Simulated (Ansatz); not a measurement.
A run for Ansatz (a program for electronic structure): R-SVWN5/def2-TZVPP on C5H8 (SMILES C=CC(=C)C), a point of a torsion scan.

Ansatz 0.2 input:
```yaml
crystal:
  periodic: [false, false, false]
  atoms:
    - {symbol: C, position_ang: [1.08224767, 1.52924973, -0.65986347]}
    - {symbol: C, position_ang: [0.31790384, 1.06435273, 0.32068598]}
    - {symbol: C, position_ang: [-0.33265442, -0.24117240, 0.34563925]}
    - {symbol: C, position_ang: [-0.73856830, -0.76446562, 1.50096065]}
    - {symbol: C, position_ang: [-0.46885348, -0.98824759, -0.94756493]}
    - {symbol: H, position_ang: [1.25950022, 0.97828852, -1.56764267]}
    - {symbol: H, position_ang: [1.55763851, 2.49313226, -0.59247958]}
    - {symbol: H, position_ang: [0.19346982, 1.65412584, 1.22057140]}
    - {symbol: H, position_ang: [-0.62903335, -0.23575449, 2.43303160]}
    - {symbol: H, position_ang: [-1.19586585, -1.73777902, 1.55633142]}
    - {symbol: H, position_ang: [-1.07015229, -1.88335713, -0.81170560]}
    - {symbol: H, position_ang: [0.51216070, -1.28531031, -1.31651355]}
    - {symbol: H, position_ang: [-0.93702206, -0.35819761, -1.70188004]}
basis:
  gaussian:
    orbitals: def2-TZVPP
hamiltonian:
  xc: {name: SVWN5}
scf: {lower_state_search: off}
```

The head of its log:

```
WARN ansatz: RAYON_NUM_THREADS=1 ignored (pool sized by the plan → 1); use --threads N
Functional definition: SVWN5
these checks for a lower state are left out or cut short: stability, starts, cluster_reference, orbital_swaps, neighbouring_geometries, increment
integrals: 0.18 GiB planned
1372 factors; their error is unknown
mean field: 1.44 GiB planned
mean field evaluation 1: about -5248.1563 eV, gradient 8.6e1 eV
mean field evaluation 2: about -5221.3783 eV, gradient 1.3e2 eV
```

**Question.** Predict the final total energy.

**Answer.** -193.5349 hartree.
